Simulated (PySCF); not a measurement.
AsP3SeSeSe nortricyclane, AsP₃Se₃.
Structure used (PBE0-D3(BJ)/def2-SVP), in Å, numbered top down from 1:
```xyz
7
AsP3Se3 angstrom
As     0.4338   -1.5875    1.0298
Se     0.5498    0.5671    2.0163
P     -0.0459    1.8535    0.2871
P     -1.4819    0.6500   -0.9572
Se    -1.7175   -1.3289    0.0558
P      0.6744    0.8168   -1.5759
Se     1.6792   -1.0730   -0.9245
```

Method used: TDDFT wB97X-D/def2-SVPD, vertical, gas phase, core orbitals frozen in the response in PySCF 2.14.0, density-fitted response routines. The wB97X-D/def2-SVPD calculation is non-relativistic and has no spin–orbit coupling, an omission that weighs most on arsenic and selenium.

Transition dipole moments from the ground state, in atomic units and in the frame of the coordinates above (overall signs are arbitrary), for the states with f of 0.002 or more among the lowest 10:

| state | E (eV) | μx | μy | μz |
| --- | --- | --- | --- | --- |
| S8 | 4.808 | -0.027 | 0.135 | -0.081 |
| S9 | 4.848 | 0.163 | 0.040 | 0.004 |
| S10 | 4.849 | 0.014 | -0.068 | -0.118 |

What oscillator strength does each state have?

f = (2/3) ΔE |μ|² with ΔE in hartree (27.2114 eV).

| state | \|μ\|² (au) | \|μ\| (D) | f |
| --- | --- | --- | --- |
| S8 | 0.025 | 0.40 | 0.003 |
| S9 | 0.028 | 0.43 | 0.003 |
| S10 | 0.019 | 0.35 | 0.002 |

How is the summed strength of these states shared among x, y and z?

(2/3) Σ ΔE μα² gives 0.003 for x, 0.003 for y and 0.002 for z, 0.009 in all.

What peak molar absorption coefficient would the strongest computed level give as a lone Gaussian band 0.5 eV wide at half height?

ε(max) = 2.175×10⁸ f / FWHM, with the width in cm⁻¹. S9/S10 (f summed): 2.175×10⁸ × 0.0056 / 4033 ≈ 300 L mol⁻¹ cm⁻¹.

S9/S10 coincide within about 0.01 eV; within a degenerate level the directions of the single components are arbitrary.

All these states lie below the vertical ionisation energy of 9.07 eV (ΔSCF).

One conformer stands for the species.
